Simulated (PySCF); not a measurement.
Ga(OH)2(SeH) (GaH3O2Se), SMILES [OH][Ga]([OH])[SeH]. Geometry: PBE0-D3(BJ)/def2-SVP. The structure was generated by enumeration; whether it is a known compound was not checked. The values are those of a single conformer.

The numbers are results of PBE0-D3(BJ)/def2-SVP (PySCF), not measurements.

Harmonic wavenumbers (cm⁻¹): 115, 167, 178, 198, 297, 299, 338, 617, 698, 736, 798, 830, 2458, 3902, 3924. Rotational constants (GHz): 6.135, 1.521, 1.219; symmetry number 1.

### Question
Work out the zero-point energy and the ideal-gas rigid-rotor harmonic-oscillator thermochemistry at 298.15 K and 1 atm.

### Answer
ZPE = ½ Σ hcν = ½ × 15555 cm⁻¹ = 93.04 kJ/mol. H − E(el) = 114.02 kJ/mol. Entropy in J/(mol K): translation 173.77, rotation 116.05, vibration 65.33, total 355.15. G − E(el) = 8.13 kJ/mol. Cp = 101.61 J/(mol K). Modes under 150 cm⁻¹ make the vibrational entropy uncertain.
